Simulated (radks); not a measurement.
Au53+, 26 electrons, occupied as [Ar] 3d8.

All-electron calculation, Dirac Kohn-Sham, LDA (Slater exchange, Perdew-Wang correlation), spin-unpolarised, spherical densities, finite nucleus; open shells fill j = l - 1/2 first; Fermi nuclear charge, rms radius 5.4371 fm. Program: a radial shooting solver on a logarithmic mesh with Libxc functionals.

Energy parts (hartree):
part                       energy
total                 -16698.3946
kinetic                19442.1666
electron-nucleus      -38597.3593
Hartree                 2692.0188
exchange-correlation    -235.2208

Orbitals (lengths in bohr, moments of r in powers of bohr):
| orbital | occ. | eigenvalue (hartree) | <1/r> | <r^2> |
|---|---|---|---|---|
| 1s1/2 | 2 | -3077.424 | 95.62 | 0.0003938 |
| 2s1/2 | 2 | -636.6576 | 23.59 | 0.005904 |
| 2p1/2 | 2 | -616.2793 | 23.55 | 0.004171 |
| 2p3/2 | 4 | -548.4070 | 19.20 | 0.005339 |
| 3s1/2 | 2 | -229.3954 | 8.943 | 0.03632 |
| 3p1/2 | 2 | -220.6507 | 8.863 | 0.03282 |
| 3p3/2 | 4 | -204.5460 | 7.726 | 0.03831 |
| 3d3/2 | 4 | -190.6899 | 7.606 | 0.02877 |
| 3d5/2 | 4 | -187.1250 | 7.346 | 0.03023 |

The highest occupied level is 3d5/2 at -5091.9 eV. Summed over all electrons, <r^2> = 0.5698 bohr^2, which gives a Langevin (diamagnetic) susceptibility term of -0.451 x 10^-6 cm^3/mol.
